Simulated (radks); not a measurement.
The titanium ion Ti3+, configuration [Ar] 3d1. Method: scalar-relativistic Kohn-Sham, PBEsol, spin-polarised, spherical densities, finite nucleus; open shells are filled with parallel spins first; Fermi nuclear charge, rms radius 3.5921 fm; computed with a radial shooting solver on a logarithmic mesh with Libxc functionals.

Normalised radial functions P(r) = r R(r), r in bohr:

```
   r/bohr * 3d up (the largest magnitude, 0.875, reaches the edge; | marks zero)
 0.002911 *
 0.003701 *
 0.004743 *
 0.006029 *
 0.007665 *
 0.009744 *
  0.01239 *
  0.01587 *
  0.02018 *
  0.02565 *
  0.03261 *
  0.04146 *
   0.0527 *
  0.06753 |*
  0.08585 | *
   0.1091 |  *
   0.1387 |    *
   0.1764 |       *
    0.226 |            *
   0.2873 |                   *
   0.3653 |                           *
   0.4643 |                                     *
   0.5903 |                                              *
   0.7564 |                                                    *
   0.9616 |                                                      *
    1.222 |                                                  *
    1.554 |                                         *
    1.976 |                             *
    2.532 |                 *
    3.218 |        *
    4.091 |  *
```

3d up: eigenvalue -35.139 eV, 0 radial nodes, <r> = 1.26 bohr, 90 % of the charge inside 2.07 bohr.
